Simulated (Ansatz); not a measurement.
`C[CH2][ZnH]` + `BS` → `B[S][ZnH]` + ethane at 600 K and 1 bar (ligand exchange at a Zn–C bond).

Computed with Ansatz on PBE0-D4/def2-TZVP structures; ΔE is electronic, products minus reactants. CBS: MP2 limit from def2 TZ/QZ plus the TZ coupled-cluster correction, frozen cores. This one scheme is used for every species. For Zn outer-core shells are correlated without core-valence functions, which leaves a few kJ/mol of doubt a bond. Scalar relativity is left out up to krypton.

| species | CCSD(T)/CBS energy (Eh) | H − E (kJ/mol) | S (J/(mol·K)) |
| --- | --- | --- | --- |
| `C[CH2][ZnH]` | -1858.07157 | 230.7 | 365.8 |
| `BS` | -424.38198 | 108.7 | 286.1 |
| `B[S][ZnH]` | -2202.78318 | 117.6 | 366.2 |
| `CC` | -79.71954 | 228.8 | 274.9 |

H − E and S are ideal-gas, rigid-rotor, harmonic terms from PBE0-D4/def2-TZVP. 1 Eh = 2625.50 kJ/mol, R = 8.31446 J/(mol·K).

Problem. By hand: ΔE, ΔH, ΔS and ΔG.

Solution. ΔE = (-2202.78318) + (-79.71954) − (-1858.07157) − (-424.38198) = -0.04917 Eh = -129.1 kJ/mol. Δ(H − E) = 117.6 + 228.8 − 230.7 − 108.7 = 7.0, so ΔH = -122.1 kJ/mol. ΔS = 366.2 + 274.9 − 365.8 − 286.1 = -10.8 J/(mol·K). ΔG = -122.1 − 600 × (-10.8)/1000 = -115.6 kJ/mol.

Problem. By hand: the equilibrium constant, and the temperature at which ΔG would vanish if ΔH and ΔS stayed fixed.

Solution. log₁₀ K = −ΔG/(RT ln 10) = 10.1. ΔG = 0 at ΔH/ΔS = 11306 K, far beyond where these terms or the molecules hold.

The number of gas molecules stays the same, so ΔS is small and ΔH decides. A doubt of 5 kJ/mol in ΔE shifts log₁₀ K by 0.4 here. These are equilibria of isolated gas molecules and say nothing of rates. Largest T1 diagnostic: 0.017 (customary marks: 0.02 for closed shells, 0.045 for open ones).
